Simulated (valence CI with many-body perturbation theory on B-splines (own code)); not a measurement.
**Ga²⁶⁺: electric-dipole lines**

Method: valence CI with perturbative core correlation (CI+MBPT): three valence electrons over a frozen Dirac-Fock core [He], radial functions for each j: 11 s, 11 p, 10 d, 8 f, 5 g, 2 h, with the one-electron correlation potential Σ1 (screened to all orders), the two-electron term Σ2, the three-electron term Σ3, Breit, model QED; selected single and double excitations, second order for the rest, scaled by the run's own slope (own B-spline code, finite nucleus).

No measured spectrum was set against this ion. As an estimate, large intervals hold to a few tenths of a per cent, small ones and those within an open d or f shell to about a per cent.

Lines 201 to 250 of 580 in falling wavelength, among levels below 2201.7 eV, chosen from the strongest by gf and those to the six lowest levels. Wavelengths and rates use the calculated energies. Electric multipoles are in the length gauge, E1 and E2 with the static RPA response of the core. Weak lines are less certain than strong ones. Lines between different terms over intervals too small for the method are left out, as are lines whose strength nearly cancels. Where a level lies close to another of its J and parity, the split of strength between their lines is uncertain. The highest levels of a list are the least certain.

Levels are named by their leading jj configuration (3d3/2^4 stands for four electrons in 3d with j = 3/2), which in mixed levels can hold well under half, so a name can repeat and another be missing. Letters in brackets count levels of one name in rising energy.

| λ vac (Å) | Upper | Lower | A (s⁻¹) | S (a.u.) |
| --- | --- | --- | --- | --- |
| 25.10 | (2s 2p3/2 4f5/2) J=3/2 [b] | (2s 2p3/2 3d3/2) J=1/2 [b] | 5.07e+12 | 1.58e-01 |
| 25.09 | (2s 2p3/2 4f7/2) J=7/2 [a] | (2s 2p3/2 3d5/2) J=5/2 [a] | 5.63e+12 | 3.51e-01 |
| 25.09 | (2s 2p3/2 4s) J=3/2 [b] | (2s 2p3/2 3p3/2) J=5/2 [b] | 6.65e+11 | 2.07e-02 |
| 25.08 | (2s 2p3/2 4f5/2) J=7/2 [b] | (2s 2p3/2 3d5/2) J=5/2 [b] | 7.91e+11 | 4.93e-02 |
| 25.05 | (2s 2p3/2 4f7/2) J=5/2 [a] | (2s 2p3/2 3d5/2) J=5/2 [a] | 2.01e+12 | 9.36e-02 |
| 25.01 | (2s 2p3/2 4f5/2) J=5/2 [b] | (2p1/2^2 3p3/2) J=3/2 | 5.26e+11 | 2.44e-02 |
| 25.01 | (2s 2p3/2 4f7/2) J=5/2 [b] | (2s 2p3/2 3d5/2) J=5/2 [b] | 1.02e+12 | 4.73e-02 |
| 25.00 | (2s 2p3/2 4s) J=5/2 | (2s 2p3/2 3p3/2) J=7/2 | 5.30e+11 | 2.45e-02 |
| 24.98 | (2s 2p3/2 4s) J=5/2 | (2s 2p3/2 3p1/2) J=5/2 | 2.64e+11 | 1.22e-02 |
| 24.96 | (2s 2p3/2 4f5/2) J=5/2 [b] | (2s 2p3/2 3d3/2) J=3/2 [b] | 5.41e+12 | 2.49e-01 |
| 24.96 | (2s^2 4f5/2) J=5/2 | (2s^2 3d5/2) J=5/2 | 5.04e+11 | 2.32e-02 |
| 24.96 | (2s 2p1/2 4f5/2) J=3/2 | (2s 2p1/2 3d3/2) J=1/2 | 5.15e+12 | 1.58e-01 |
| 24.93 | (2s^2 4f7/2) J=7/2 | (2s^2 3d5/2) J=5/2 | 7.56e+12 | 4.63e-01 |
| 24.93 | (2s 2p1/2 4f5/2) J=3/2 | (2s 2p1/2 3d3/2) J=3/2 [b] | 1.79e+12 | 5.47e-02 |
| 24.91 | (2s 2p1/2 4f5/2) J=5/2 [b] | (2s 2p1/2 3d3/2) J=3/2 [b] | 5.28e+12 | 2.42e-01 |
| 24.91 | (2s 2p3/2 4f5/2) J=5/2 [a] | (2s 2p3/2 3d3/2) J=3/2 [a] | 3.20e+12 | 1.46e-01 |
| 24.91 | (2s 2p3/2 4f5/2) J=3/2 [a] | (2s 2p3/2 3d3/2) J=1/2 [a] | 2.20e+12 | 6.72e-02 |
| 24.90 | (2s 2p3/2 4f5/2) J=3/2 [b] | (2p1/2^2 3p3/2) J=3/2 | 3.26e+11 | 9.94e-03 |
| 24.90 | (2s 2p3/2 4f5/2) J=5/2 [b] | (2s 2p3/2 3d3/2) J=5/2 [b] | 1.05e+12 | 4.81e-02 |
| 24.88 | (2s 2p3/2 4f7/2) J=7/2 [b] | (2s 2p3/2 3d5/2) J=7/2 [b] | 9.12e+11 | 5.54e-02 |
| 24.88 | (2s 2p3/2 4f7/2) J=5/2 [b] | (2p1/2^2 3p3/2) J=3/2 | 3.23e+11 | 1.47e-02 |
| 24.88 | (2s 2p3/2 4f5/2) J=1/2 | (2s 2p3/2 3d3/2) J=1/2 [a] | 5.88e+12 | 8.94e-02 |
| 24.88 | (2s 2p3/2 4f7/2) J=7/2 [b] | (2s 2p3/2 3d3/2) J=5/2 [b] | 5.47e+11 | 3.33e-02 |
| 24.87 | (2s 2p3/2 4f5/2) J=3/2 [a] | (2s 2p3/2 3d3/2) J=3/2 [a] | 4.05e+12 | 1.23e-01 |
| 24.86 | (2s 2p1/2 4f5/2) J=7/2 | (2s 2p1/2 3d5/2) J=7/2 | 5.44e+11 | 3.30e-02 |
| 24.86 | (2s 2p3/2 4f5/2) J=3/2 [b] | (2s 2p3/2 3d3/2) J=3/2 [b] | 8.79e+11 | 2.67e-02 |
| 24.85 | (2s 2p3/2 4f5/2) J=7/2 [a] | (2s 2p3/2 3d3/2) J=5/2 [a] | 4.86e+12 | 2.94e-01 |
| 24.85 | (2s 2p3/2 4f5/2) J=1/2 | (2s 2p3/2 3d3/2) J=3/2 [a] | 1.65e+12 | 2.50e-02 |
| 24.85 | (2s 2p3/2 4f5/2) J=7/2 [b] | (2s 2p3/2 3d5/2) J=7/2 [b] | 1.59e+11 | 9.64e-03 |
| 24.84 | (2s 2p3/2 4f5/2) J=7/2 [b] | (2s 2p3/2 3d3/2) J=5/2 [b] | 6.02e+12 | 3.64e-01 |
| 24.84 | (2s 2p1/2 4f7/2) J=9/2 | (2s 2p1/2 3d5/2) J=7/2 | 7.09e+12 | 5.37e-01 |
| 24.84 | (2s 2p1/2 4f5/2) J=5/2 [a] | (2s 2p1/2 3d3/2) J=5/2 | 2.30e+11 | 1.04e-02 |
| 24.84 | (2s 2p3/2 4f7/2) J=5/2 [a] | (2s 2p3/2 3d3/2) J=3/2 [a] | 4.23e+11 | 1.92e-02 |
| 24.84 | (2s 2p3/2 4f5/2) J=5/2 [a] | (2s 2p3/2 3d3/2) J=5/2 [a] | 3.04e+12 | 1.38e-01 |
| 24.83 | (2s 2p3/2 4f7/2) J=9/2 [b] | (2s 2p3/2 3d5/2) J=7/2 [b] | 7.18e+12 | 5.42e-01 |
| 24.82 | (2s^2 4f5/2) J=5/2 | (2s^2 3d3/2) J=3/2 | 7.09e+12 | 3.21e-01 |
| 24.81 | (2s 2p1/2 4f7/2) J=7/2 [a] | (2s 2p1/2 3d3/2) J=5/2 | 3.44e+12 | 2.08e-01 |
| 24.81 | (2s 2p3/2 4f5/2) J=7/2 [a] | (2s 2p3/2 3d5/2) J=7/2 [a] | 1.98e+12 | 1.19e-01 |
| 24.81 | (2s 2p1/2 4f5/2) J=7/2 | (2s 2p1/2 3d5/2) J=5/2 [a] | 2.23e+12 | 1.34e-01 |
| 24.80 | (2s 2p3/2 4f5/2) J=3/2 [a] | (2s 2p3/2 3d3/2) J=5/2 [a] | 7.69e+11 | 2.32e-02 |
| 24.80 | (2s 2p3/2 4f7/2) J=9/2 [a] | (2s 2p3/2 3d5/2) J=7/2 [a] | 5.93e+12 | 4.46e-01 |
| 24.80 | (2s 2p1/2 4f7/2) J=7/2 [b] | (2s 2p1/2 3d5/2) J=7/2 | 4.79e+11 | 2.88e-02 |
| 24.79 | (2s 2p3/2 4f5/2) J=5/2 [a] | (2s 2p3/2 3d5/2) J=7/2 [a] | 3.38e+11 | 1.52e-02 |
| 24.79 | (2s 2p1/2 4f5/2) J=5/2 [b] | (2s 2p1/2 3d5/2) J=5/2 [a] | 9.19e+11 | 4.15e-02 |
| 24.77 | (2s 2p3/2 4f7/2) J=7/2 [a] | (2s 2p3/2 3d5/2) J=7/2 [a] | 5.57e+11 | 3.34e-02 |
| 24.74 | (2s 2p1/2 4f7/2) J=7/2 [b] | (2s 2p1/2 3d5/2) J=5/2 [a] | 1.35e+12 | 8.09e-02 |
| 24.63 | (2s 2p3/2 4f7/2) J=9/2 [a] | (2s 2p3/2 3d5/2) J=9/2 | 1.46e+12 | 1.07e-01 |
| 24.63 | (2s 2p1/2 4f5/2) J=5/2 [a] | (2s 2p1/2 3d3/2) J=3/2 [a] | 5.85e+12 | 2.59e-01 |
| 24.59 | (2s 2p3/2 4f7/2) J=11/2 | (2s 2p3/2 3d5/2) J=9/2 | 7.63e+12 | 6.72e-01 |
| 24.52 | (2s 2p1/2 4f5/2) J=7/2 | (2s 2p1/2 3d3/2) J=5/2 | 3.73e+12 | 2.17e-01 |
